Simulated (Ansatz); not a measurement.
AlH8NSi2 at its PBE0-D4/def2-TZVP geometry, where that method's forces vanish. Charge 0, multiplicity 1. The bonds changed during the relaxation, so this is another structure than the one it started from.

```xyz
12

N     1.2597    0.2951   -0.2478
Si   -0.0039    1.1099    0.8147
Si   -1.7723   -0.2096    0.0524
Al    0.2454   -1.4269   -0.7577
H     2.1526    0.1397    0.2086
H     1.4525    0.8213   -1.0950
H     0.4706    0.8015    2.1906
H     0.1401    2.5773    0.5941
H    -2.6045    0.5974   -0.8865
H    -2.6244   -0.6208    1.2021
H     0.8194   -2.5166    0.2564
H     0.4648   -1.5681   -2.3318
```

What forces (eV/Å) does PBE-D4/def2-TZVPP give on these atoms in Ansatz 0.2.0? (Best estimate.)

Computed: 
```
N1  -0.074 -0.119 -0.010
Si2 -0.235  0.033  0.062
Si3  0.055 -0.084 -0.045
Al4 -0.072 -0.076 -0.011
H5   0.302 -0.041  0.135
H6   0.078  0.168 -0.262
H7   0.057 -0.031  0.144
H8   0.025  0.167 -0.015
H9  -0.089  0.091 -0.086
H10 -0.092 -0.032  0.122
H11  0.032 -0.066  0.061
H12  0.012 -0.011 -0.095
```
